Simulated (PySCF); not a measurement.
C3H6F2Si.
SMILES with atom numbers: `[F:1][C@@H:2]1[CH2:3][C@@H:4]([F:5])[SiH2:6]1` (hydrogens: H7 on C2; H8, H9 on C3; H10 on C4; H11, H12 on Si6)

Geometry (PBE0-D3(BJ)/def2-SVP, Å), atoms numbered from 1 in this order:
```xyz
12
C3H6F2Si angstrom
F      1.251   -0.320   -1.677
C      1.055   -0.490   -0.314
C     -0.370   -0.994   -0.054
C     -1.126    0.347   -0.074
F     -2.256    0.387    0.694
Si     0.516    1.177    0.478
H      1.862   -1.126    0.080
H     -0.714   -1.766   -0.762
H     -0.426   -1.411    0.966
H     -1.388    0.622   -1.111
H      0.987    2.462   -0.118
H      0.664    1.181    1.963
```

Level of theory: PBE0-D3(BJ)/def2-SVP geometry optimisation, gas phase in PySCF.

Masses are those of the commonest isotopes; rigid-rotor values at the optimised geometry. The values belong to one conformer with, in the numbering `[F:1][C@@H:2]1[CH2:3][C@@H:4]([F:5])[SiH2:6]1`, F1–C2–C3–C4 -83°, C2–C3–C4–F5 -151°, C3–C4–Si6–C2 21°, F1–C2–Si6–C4 89°.

(1) What are A, B and C (cm⁻¹)?

(2) What kind of rotor is it?

(3) What does the inertial defect say?

(4) Where do the levels up to J = 2 lie, in MHz?

(5) Predict some low-J microwave lines.

(6) Estimate the classical rotational partition function at 10 K, 50 K and 200 K.

Answers

(1) Ia = 109.88, Ib = 232.69, Ic = 291.76 u·Å²; 505379 MHz·u·Å²/I gives 4599, 2172 and 1732 MHz, that is A = 0.15342, B = 0.07245, C = 0.05778 cm⁻¹.

(2) An asymmetric top: κ = (2 × 2172 − 4599 − 1732)/(4599 − 1732) = -0.69.

(3) Not planar: Δ = Ic − Ia − Ib = -50.81 u·Å². For a rigid frame Δ = −2 Σ m c², so Σ m c² = 25.41 u·Å² lies off the ab plane: 9.45 from hydrogen and 15.95 from heavier atoms. The atom farthest from that plane is 1.61 Å away.

(4) Above 0(0,0):
J = 1: 1(0,1) 3904, 1(1,1) 6332, 1(1,0) 6771
J = 2: 2(0,2) 11658, 2(1,2) 13700, 2(1,1) 15019, 2(2,1) 22302, 2(2,0) 22356
The levels of one J sum to (2J + 1)J(J + 1)(A + B + C)/3.

(5) The dipole components are |μa| = 0.53 D, |μb| = 0.45 D, |μc| = 0.94 D. The squared components, which scale the intensities, stand as 0.32 : 0.23 : 1.00 (a : b : c). Some of the stronger lines:

| type | branch | J(Ka,Kc) | MHz | lower level (cm⁻¹) |
| --- | --- | --- | --- | --- |
| a | Q | 1(1,0) ← 1(1,1) | 440 | 0.211 |
| a | Q | 4(2,2) ← 4(2,3) | 768 | 1.654 |
| a | Q | 3(1,2) ← 3(1,3) | 2634 | 0.825 |
| b | Q | 2(1,1) ← 2(0,2) | 3361 | 0.389 |
| b | Q | 3(1,2) ← 3(0,3) | 4197 | 0.772 |
| b | R | 3(1,2) ← 2(2,1) | 5053 | 0.744 |
| c | R | 1(1,0) ← 0(0,0) | 6771 | 0.000 |
| a | R | 2(1,2) ← 1(1,1) | 7368 | 0.211 |
| a | R | 2(0,2) ← 1(0,1) | 7754 | 0.130 |
| a | R | 2(1,1) ← 1(1,0) | 8248 | 0.226 |
| b | R | 2(1,2) ← 1(0,1) | 9796 | 0.130 |
| c | Q | 3(3,1) ← 3(2,1) | 13002 | 1.143 |
| a | R | 4(0,4) ← 3(0,3) | 15115 | 0.772 |
| b | R | 2(2,1) ← 1(1,0) | 15530 | 0.226 |
| a | R | 4(2,3) ← 3(2,2) | 15574 | 1.135 |
| b | R | 2(2,0) ← 1(1,1) | 16025 | 0.211 |
| a | R | 4(2,2) ← 3(2,1) | 16075 | 1.143 |
| b | Q | 4(4,0) ← 4(3,1) | 18415 | 2.102 |
| b | Q | 4(4,1) ← 4(3,2) | 18444 | 2.101 |
| c | R | 4(1,3) ← 3(0,3) | 20570 | 0.772 |
| c | R | 4(2,3) ← 3(1,3) | 24867 | 0.825 |
| b | R | 3(3,1) ← 2(2,0) | 24927 | 0.746 |
| c | R | 3(3,1) ← 2(2,1) | 24981 | 0.744 |
| b | R | 4(2,2) ← 3(1,3) | 25635 | 0.825 |
| c | R | 4(3,1) ← 3(2,1) | 28745 | 1.143 |
| b | R | 4(4,1) ← 3(3,0) | 34154 | 1.577 |
| c | R | 4(4,0) ← 3(3,0) | 34154 | 1.577 |
| b | R | 4(4,0) ← 3(3,1) | 34158 | 1.577 |

(6) Point group C1, symmetry number σ = 1; q = (√π/σ)·√((kT/h)³/(ABC)), k/h = 20836.6 MHz/K: 1280 at 10 K, 14300 at 50 K, 115000 at 200 K.

No PBE0-D3(BJ)/def2-SVP frequencies stand behind this structure, so it isn't proved a minimum. These are rigid-rotor constants of the computed structure; measured ground-state constants (B0) also hold zero-point vibration.

Time: 77 s; peak memory 0.49 GiB. Hardware: Arm Neoverse V1, one thread, on a shared host. That covers the optimisation of the geometry.
